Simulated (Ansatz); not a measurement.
A structure relaxed at PBE-D4/def2-SVP in Ansatz, charge 0, singlet:

Cartesian coordinates in Å:
```
Cd 1.2915 -1.3057 2.8420
Cd 2.1703 -0.0414 -0.2501
Cd -1.3828 -2.9063 -2.4516
Cd 0.2675 -2.7620 -0.3515
Cd 0.2043 1.7911 2.4671
Cd -0.6948 1.1528 -2.6378
Cd -0.0451 2.8477 -0.6940
Se 2.5452 -2.4376 0.9444
Se -1.0887 -0.4516 0.4150
Se 2.1934 2.3099 0.7448
Se -2.6389 -0.6395 -3.2824
Se 0.0599 0.1387 4.4025
Se -3.0960 -0.7483 -0.8719
Br 1.6214 -0.6725 -2.7867
Br -1.4073 3.7247 1.5103
```

Problem. Give its formula.

Solution. the cluster Cd7Se6Br2 (the lowest singlet isomer of a short search).

Problem. Summarise the bond lengths by kind (pairs closer than 1.2 times the sum of covalent radii, bridged metal pairs left out).

Solution. 11 × Cd–Se 2.46 to 2.79 Å; 4 × Br–Cd 2.67 to 2.95 Å; 2 × Se–Se 2.40 to 2.46 Å; 2 × Cd–Cd 2.66 to 2.67 Å.

In the def2 sets Cd takes a core potential; there is no spin–orbit coupling. Single mean-field runs in def2-SVP are fitted with def2-universal-jkfit. The structure comes from a short search, and lower isomers may exist.
